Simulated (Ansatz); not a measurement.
`C[O][Al]([F])[O][SiH3]` + `S[SiH2]S` → `[SiH3]S[SiH2]S` + `C[O][Al]([OH])[F]`  (ligand exchange at the Si–O bond)

Calculated with Ansatz (gas phase, PBE0-D4/def2-TZVP geometries, no zero-point term in ΔE). CCSD(T)/CBS adds triple-zeta CCSD(T) − MP2 to the extrapolated MP2 energy (def2 sets, frozen cores). This one scheme is used for every species. Functionals use def2-TZVPP. B3LYP here is the variant with VWN-RPA as its local correlation; programs differ in this. Each species was taken in one conformer, which may not be the lowest.

```
             level  ΔE (kJ/mol)  difference from CCSD(T)/CBS
            PBE-D4         26.2                        -16.6
         r2SCAN-D4         39.9                         -2.9
           PBE0-D4         32.3                        -10.5
          B3LYP-D4         45.6                          2.8
            B2PLYP         51.0                          8.2
               PBE         31.3                        -11.5
            r2SCAN         40.9                         -1.9
              PBE0         36.8                         -6.0
    MP2/def2-TZVPP         41.6                         -1.2
SCS-MP2/def2-TZVPP         50.4                          7.6
   CCSD/def2-TZVPP         52.1                          9.3
CCSD(T)/def2-TZVPP         46.7                          3.9
     HF/def2-QZVPP         76.9                         34.1
SCS-MP2/def2-QZVPP         48.8                          6.0
     MP2/CBS(def2)         37.7                         -5.1
    CCSD/CBS(def2)         48.2                          5.4
       CCSD(T)/CBS         42.8                            0
```

Largest T1 diagnostic among the species: 0.012.

The D4 term adds −8.6 kJ/mol with B3LYP and −4.5 kJ/mol with PBE0; it sums over pairs of atoms, weighted by their polarisabilities, and B3LYP, whose exchange is more repulsive, gets the larger term. From PBE to PBE0 (25 % exact exchange), in def2-TZVPP and without D4, ΔE moves by +5.5 kJ/mol.
